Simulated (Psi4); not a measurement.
CH₂F, doublet, geometry from GFN2-xTB; MP2/def2-SVP in Psi4.

Psi4 was given this input:
```
memory 2 GB

molecule {
0 2
  C     0.00052334    0.46021569    0.46078947
  F    -0.00116407   -0.45465534   -0.50735425
  H    -0.95081668    0.65452567    0.91257266
  H     0.95815328    0.67607827    0.88887881
}

set basis def2-svp
set reference uhf
set freeze_core true

energy('mp2')
print_variables()
```

What the program printed (banner, timings and long lists left out):

```
    SCF Algorithm Type (re)set to DF.

   => Loading Basis Set <=

    Name: DEF2-SVP
    Role: ORBITAL
    Keyword: BASIS

         ---------------------------------------------------------
                                   SCF
               by Justin Turney, Rob Parrish, Andy Simmonett
                          and Daniel G. A. Smith
                              UHF Reference
         ---------------------------------------------------------

  ==> Geometry <==

    Molecular point group: c1
    Full point group: C1

    Geometry (in Angstrom), charge = 0, multiplicity = 2:

       Center              X                  Y                   Z               Mass
    ------------   -----------------  -----------------  -----------------  -----------------
         C            0.000779030569     0.513954054038     0.530271973291    12.000000000000
         F           -0.000908379431    -0.400916975962    -0.437871746709    18.998403162730
         H           -0.950560989431     0.708264034038     0.982055163291     1.007825032230
         H            0.958408970569     0.729816634038     0.958361313291     1.007825032230

  Running in c1 symmetry.

  Rotational constants: A =      9.00166  B =      1.04189  C =      0.93753 [cm^-1]
  Rotational constants: A = 269862.89097  B =  31235.06422  C =  28106.51031 [MHz]
  Nuclear repulsion =   32.336043407467749

  Charge       = 0
  Multiplicity = 2
  Electrons    = 17
  Nalpha       = 9
  Nbeta        = 8

  ==> Algorithm <==

  SCF Algorithm Type is DF.
  DIIS enabled.
  MOM disabled.
  Fractional occupation disabled.
  Guess Type is SAD.
  Energy threshold   = 1.00e-08
  Density threshold  = 1.00e-08
  Integral threshold = 1.00e-12

  ==> Primary Basis <==

  Basis Set: DEF2-SVP
    Blend: DEF2-SVP
    Number of shells: 18
    Number of basis functions: 38
    Number of Cartesian functions: 40
    Spherical Harmonics?: true
    Max angular momentum: 2

   => Loading Basis Set <=

    Name: (DEF2-SVP AUX)
    Role: JKFIT
    Keyword: DF_BASIS_SCF

  ==> Integral Setup <==

  SCF_SUBTYPE=INCORE selected. In-core MEM_DF algorithm will be used.
  Using in-core AOs.

  ==> MemDFJK: Density-Fitted J/K Matrices <==

    J tasked:                   Yes
    K tasked:                   Yes
    wK tasked:                   No
    Algorithm:                 Core
    Schwarz Cutoff:           1E-12
    Mask sparsity (%):       0.0000
    Fitting Condition:        1E-10

   => Auxiliary Basis Set <=

  Basis Set: (DEF2-SVP AUX)
    Blend: DEF2-UNIVERSAL-JKFIT
    Number of shells: 62
    Number of basis functions: 188
    Number of Cartesian functions: 222
    Spherical Harmonics?: true
    Max angular momentum: 4

  Minimum eigenvalue in the overlap matrix is 2.4475205875E-02.
  Reciprocal condition number of the overlap matrix is 6.0429658351E-03.
    Using symmetric orthogonalization.

  ==> Pre-Iterations <==

  SCF Guess: Superposition of Atomic Densities via on-the-fly atomic UHF (no occupation information).

   -------------------------
    Irrep   Nso     Nmo
   -------------------------
     A         38      38
   -------------------------
    Total      38      38
   -------------------------

  ==> Iterations <==

                           Total Energy        Delta E     RMS |[F,P]|

   @DF-UHF iter SAD:  -137.67016512469684   -1.37670e+02   0.00000e+00
   @DF-UHF iter   1:  -138.27153937057511   -6.01374e-01   5.38956e-03 DIIS/ADIIS
   @DF-UHF iter   2:  -138.29167866840402   -2.01393e-02   2.06412e-03 DIIS/ADIIS
   @DF-UHF iter   3:  -138.29458511243683   -2.90644e-03   9.12907e-04 DIIS/ADIIS
   @DF-UHF iter   4:  -138.29540955864974   -8.24446e-04   2.80866e-04 DIIS/ADIIS
   @DF-UHF iter   5:  -138.29559356433120   -1.84006e-04   1.31333e-04 DIIS/ADIIS
   @DF-UHF iter   6:  -138.29564085109493   -4.72868e-05   3.59632e-05 DIIS
   @DF-UHF iter   7:  -138.29564356631496   -2.71522e-06   1.33220e-05 DIIS
[...]
    ---------------------

    Alpha Occupied:

[...]
    Alpha Virtual:

[...]
    Beta Occupied:

[...]
    Beta Virtual:

[...]
    Final Occupation by Irrep:
              A
    DOCC [     8 ]
    SOCC [     1 ]
    NA   [     9 ]
    NB   [     8 ]

  @DF-UHF Final Energy:  -138.29564396856355

   => Energetics <=

    Nuclear Repulsion Energy =             32.3360434074677485
    One-Electron Energy =                -255.3713178689002916
    Two-Electron Energy =                  84.7396304928689830
    Total Energy =                       -138.2956439685635814

  UHF NO Occupations:
  HONO-2 :    7  A 1.9991230
  HONO-1 :    8  A 1.9963710
  HONO-0 :    9  A 1.0000000
  LUNO+0 :   10  A 0.0036290
  LUNO+1 :   11  A 0.0008770
  LUNO+2 :   12  A 0.0005774
  LUNO+3 :   13  A 0.0003486

Computation Completed

Properties will be evaluated at   0.000000,   0.000000,   0.000000 [a0]

Properties computed using the SCF density matrix

 Multipole Moments:

 ------------------------------------------------------------------------------------
     Multipole            Electronic (a.u.)      Nuclear  (a.u.)        Total (a.u.)
 ------------------------------------------------------------------------------------

 L = 1.  Multiply by 2.5417464519 to convert [e a0] to [Debye]
 Dipole X            :         -0.0056034            0.0082142            0.0026108
 Dipole Y            :         -1.3361321            1.7263635            0.3902314
 Dipole Z            :         -1.6668375            2.2321494            0.5653119
 Magnitude           :                                                    0.6869243

 ------------------------------------------------------------------------------------

  //>>>>>>>>>>>>>>>>>>>>>>>>>>>>>>>>>>>//
  //               DFMP2               //
  //<<<<<<<<<<<<<<<<<<<<<<<<<<<<<<<<<<<//

   => Loading Basis Set <=

    Name: (DEF2-SVP AUX)
    Role: RIFIT
    Keyword: DF_BASIS_MP2

	 --------------------------------------------------------
	                          DF-MP2
	      2nd-Order Density-Fitted Moller-Plesset Theory

	        Rob Parrish, Justin Turney, Andy Simmonett,
	           Ed Hohenstein, and C. David Sherrill
	 --------------------------------------------------------

	 --------------------------------------------------------
	                 NBF =    38, NAUX =   124
	 --------------------------------------------------------
	   CLASS    FOCC     OCC    AOCC    AVIR     VIR    FVIR
	   ALPHA       2       9       7      29      29       0
	    BETA       2       8       6      30      30       0
	 --------------------------------------------------------

	-----------------------------------------------------------
	 ==================> DF-MP2 Energies <====================
	-----------------------------------------------------------
	 Reference Energy          =    -138.2956439685635530 [Eh]
	 Singles Energy            =      -0.0000000000000000 [Eh]
	 Same-Spin Energy          =      -0.0764283823075542 [Eh]
	 Opposite-Spin Energy      =      -0.2250355729187437 [Eh]
	 Correlation Energy        =      -0.3014639552262979 [Eh]
	 Total Energy              =    -138.5971079237898493 [Eh]
	-----------------------------------------------------------
	 ================> DF-SCS-MP2 Energies <==================
	-----------------------------------------------------------
	 SCS Same-Spin Scale       =       0.3333333333333333 [-]
	 SCS Opposite-Spin Scale   =       1.2000000000000000 [-]
	 SCS Same-Spin Energy      =      -0.0254761274358514 [Eh]
	 SCS Opposite-Spin Energy  =      -0.2700426875024924 [Eh]
	 SCS Correlation Energy    =      -0.2955188149383438 [Eh]
	 SCS Total Energy          =    -138.5911627835018862 [Eh]
	-----------------------------------------------------------

  Variable Map:
  ----------------------------------------------------------------------------
[...]
  Array Variable Map:
  ----------------------------------------------------------------------------
[...]
[...]
```
